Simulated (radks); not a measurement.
Problem. The mean radii <r> (bohr) of the occupied orbitals of an atom or ion are listed with their occupations. Calculated with a radial shooting solver on a logarithmic mesh with Libxc functionals: Dirac Kohn-Sham, PBE, spin-unpolarised, spherical densities, finite nucleus; Fermi nuclear charge, rms radius of each element as measured or else 0.836 A^(1/3) + 0.57 fm.

| orbital | occ. | <r> |
|---|---|---|
| 1s1/2 | 2 | 0.02971 |
| 2s1/2 | 2 | 0.1281 |
| 2p1/2 | 2 | 0.1085 |
| 2p3/2 | 4 | 0.1137 |
| 3s1/2 | 2 | 0.3483 |
| 3p1/2 | 2 | 0.3393 |
| 3p3/2 | 4 | 0.3504 |
| 3d3/2 | 4 | 0.3221 |
| 3d5/2 | 6 | 0.3257 |
| 4s1/2 | 2 | 0.8406 |
| 4p1/2 | 2 | 0.8888 |
| 4p3/2 | 4 | 0.9170 |
| 4d3/2 | 3.2 | 1.102 |
| 4d5/2 | 4.8 | 1.115 |
| 5s1/2 | 2 | 2.331 |
| 5p1/2 | 1 | 2.932 |
| 5p3/2 | 2 | 3.062 |

Name the element and its charge. Open shells, if any, are shared by 2j + 1.

Solution. Z = 49, indium, charge 0: In in [Kr] 4d8 5s2 5p3. The 1s radius gives Z: for a bare nucleus <r> = (2 gamma + 1)/(2Z) with gamma = sqrt(1 - (Z/c)^2), 0.02926 bohr for Z = 49, and screening makes it slightly larger (0.02971 here). The occupations add up to 49, and the charge is Z minus that.
